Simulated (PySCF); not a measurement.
Two probes of the same atoms: core binding energy and nuclear shielding

C4H5N3.
SMILES with atom numbers: `[CH2:1]=[CH:2][c:3]1[cH:4][n:5][n:6][nH:7]1`

Geometry (GFN2-xTB, Å), atoms numbered from 1 in this order:
```
atom  x, y, z in Å
C1    -2.0187    0.4908   -0.3059
C2    -1.1108   -0.2492    0.3210
C3     0.3079   -0.1402    0.1061
C4     1.0997    0.6576   -0.7094
N5     2.3858    0.3331   -0.5053
N6     2.4576   -0.5981    0.3673
N7     1.2257   -0.9065    0.7561
H8    -3.0704    0.3737   -0.1127
H9    -1.7402    1.2360   -1.0307
H10   -1.4148   -0.9933    1.0471
H11    0.8182    1.4191   -1.4052
H12    1.0612   -1.6238    1.4456
```

Binding energies: PySCF 2.14.0, delta-SCF UKS SCAN, pcX-2 on the ionised atom, pcseg-1 elsewhere, spin-free X2C. Shieldings: GIAO PBE0/pcSseg-1, non-relativistic, same geometry.

```csv
atom,isotropic shielding (ppm)
C1,62.7
C2,58.8
C3,44.1
C4,54.6
```

Task: What are the C 1s binding energies of these atoms?

Result: 
```csv
atom,environment,C 1s (eV),isotropic shielding (ppm)
C1,terminal =CH2 carbon,290.40,62.7
C4,aromatic CH next to a ring nitrogen,290.96,54.6
C2,alkene CH carbon,291.43,58.8
C3,substituted aromatic carbon,292.02,44.1
```

Task: Among the listed atoms, is the one with the highest binding energy also the least shielded?

Result: Yes: C3 has both (292.02 eV, 44.1 ppm).

By binding energy: C1 < C4 < C2 < C3. By shielding: C3 < C4 < C2 < C1.

Spin contamination (⟨S²⟩ against 0.75 for a pure doublet) is marked for C 1s of C2 (0.88), which makes this value less certain. One conformer (not necessarily the lowest) at the GFN2-xTB geometry, without solvent, vibrations or thermal averaging.
